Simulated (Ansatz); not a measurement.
`[BH2][Al]([CH3])[SiH2]F` → Al• + B• + C• + F• + 7 H• + Si•  (atomization)

Program: Ansatz. Geometries: PBE0-D4/def2-TZVP. ΔE: electronic, gas phase. CCSD(T)/CBS is the MP2 limit (def2-TZVPP, def2-QZVPP) plus CCSD(T) − MP2 in def2-TZVPP, frozen cores. This one scheme is used for every species, atoms too. For atomizations the MP2-based limit and the directly extrapolated one differ by several kJ/mol either way, and by 10 to 25 for some Ge, Se and Sn compounds, so smaller differences from it don't rank the levels. DFT in def2-TZVPP. No spin–orbit coupling; open shells (•) take unrestricted orbitals. Spin–orbit coupling would lower the free atoms: a little for Al, B, C, F, Si. One conformer a species, not always the lowest.

`[BH2][Al]([CH3])[SiH2]F`:

Cartesian coordinates in Å:
```
B 0.852 -1.888 1.163
Al 0.271 -0.086 0.226
C 1.186 1.642 0.389
Si -1.743 -0.144 -1.222
F -2.388 -1.627 -1.256
H 0.436 -2.226 2.237
H 1.594 -2.679 0.647
H 1.542 1.975 -0.591
H 0.493 2.412 0.745
H 2.042 1.618 1.067
H -2.826 0.778 -0.764
H -1.460 0.227 -2.642
```

```tsv
level	ΔE (kJ/mol)	difference from CCSD(T)/CBS
BLYP-D4	3933.5	-32.8
r2SCAN-D4	3983.9	17.6
B97M-V	3990.7	24.4
B2PLYP	3921.9	-44.4
revPBE	3845.9	-120.4
r2SCAN	3978.4	12.1
PBE0	3930.6	-35.7
r2SCANh	3960.2	-6.1
MP2/def2-SVP	3755.7	-210.6
CCSD/def2-SVP	3706.5	-259.8
MP2/def2-TZVPP	3900.9	-65.4
CCSD/def2-TZVPP	3831.2	-135.1
HF/def2-QZVPP	3063.1	-903.2
HF/CBS(def2)	3064.2	-902.1
MP2/CBS(def2)	3996.2	29.9
CCSD/CBS(def2)	3926.5	-39.8
CCSD(T)/CBS	3966.3	0
```

Largest T1 diagnostic among the species: 0.018.

From PBE to PBE0 (25 % exact exchange), in def2-TZVPP and without D4, ΔE moves by −29.9 kJ/mol: exact exchange takes away binding that semilocal exchange gives to molecules. In def2-TZVPP, CCSD(T) changes the Hartree–Fock value by +815.1 kJ/mol (the triples alone add +39.8 kJ/mol) and MP2 by +845.0 kJ/mol; breaking electron pairs costs correlation energy, which Hartree–Fock lacks.
